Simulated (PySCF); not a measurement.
**How the method changes the constants of BOs**

State: ⁴Σ⁻ (quartet), unpaired electrons σ ↑, δ ↑↑. Set-up: PySCF, scalar-relativistic core potentials, basis sets B def2-TZVPP, Os def2-TZVPP with ECP60. De refers to B + Os (5d6 6s2) in their high-spin ground configurations, without counterpoise correction. The functionals are run spin-unrestricted. A positive dipole means B(−)Os(+). Levels whose curve was spin-contaminated or gave no clean fit are not listed.

```json
{"Level": "ROHF-CCSD", "Re (Å)": "1.774", "ωe (cm⁻¹)": "897", "De (eV)": "3.96", "μ (D)": "n/a"}
{"Level": "PBE", "Re (Å)": "1.785", "ωe (cm⁻¹)": "914", "De (eV)": "n/a", "μ (D)": "2.30"}
{"Level": "PBEsol", "Re (Å)": "1.777", "ωe (cm⁻¹)": "934", "De (eV)": "n/a", "μ (D)": "2.22"}
{"Level": "BP86", "Re (Å)": "1.787", "ωe (cm⁻¹)": "914", "De (eV)": "n/a", "μ (D)": "2.20"}
{"Level": "r²SCAN", "Re (Å)": "1.787", "ωe (cm⁻¹)": "859", "De (eV)": "n/a", "μ (D)": "2.84"}
{"Level": "PBE0", "Re (Å)": "1.770", "ωe (cm⁻¹)": "939", "De (eV)": "n/a", "μ (D)": "2.48"}
{"Level": "M06", "Re (Å)": "1.768", "ωe (cm⁻¹)": "930", "De (eV)": "n/a", "μ (D)": "1.61"}
{"Level": "MN15", "Re (Å)": "1.762", "ωe (cm⁻¹)": "966", "De (eV)": "n/a", "μ (D)": "1.97"}
{"Level": "CAM-B3LYP", "Re (Å)": "1.762", "ωe (cm⁻¹)": "956", "De (eV)": "n/a", "μ (D)": "2.30"}
```

The bond length runs from 1.762 Å (MN15) to 1.787 Å (r²SCAN).

Correlated steps freeze 1 core orbital. De is left out where the level can put another filling of the metal’s s and d shells below the measured ground configuration, by anything from nothing to about 1 eV. These are scalar-relativistic numbers at best; spin–orbit coupling would shift them, the dissociation energy most. The CCSD T1 diagnostic is raised, a sign that a single reference may not be enough here. The state is the lowest single determinant that the PBE0 search found; with open d or f shells the true ground state can be another one.

The whole job (state search and all levels along the bond) took about 25 min on 1 thread of Arm Neoverse V2 (shared host), peak memory 3 GiB.
